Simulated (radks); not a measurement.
The mean radii <r> (bohr) of the occupied orbitals of an atom or ion are listed with their occupations. Calculated with a radial shooting solver on a logarithmic mesh with Libxc functionals: scalar-relativistic Kohn-Sham, PBEsol, spin-polarised, spherical densities, finite nucleus; Fermi nuclear charge, rms radius of each element as measured or else 0.836 A^(1/3) + 0.57 fm.

orbital  occ.      <r>
1s up       1  0.05216
1s down     1  0.05216
2s down     1   0.2354
2s up       1   0.2354
2p down     3   0.2065
2p up       3   0.2065
3s down     1   0.7124
3s up       1   0.7127
3p down     3   0.7494
3p up       3   0.7503
3d up       5    1.064
4s up       1    2.885
3d down     5    1.030

Name the element and its charge. Open shells, if any, are filled with parallel spins first.

Answer. Z = 29, copper, charge 0: Cu in [Ar] 3d10 4s1. The 1s radius gives Z: for a bare nucleus <r> = (2 gamma + 1)/(2Z) with gamma = sqrt(1 - (Z/c)^2), 0.05094 bohr for Z = 29, and screening makes it slightly larger (0.05216 here). The occupations add up to 29, and the charge is Z minus that.
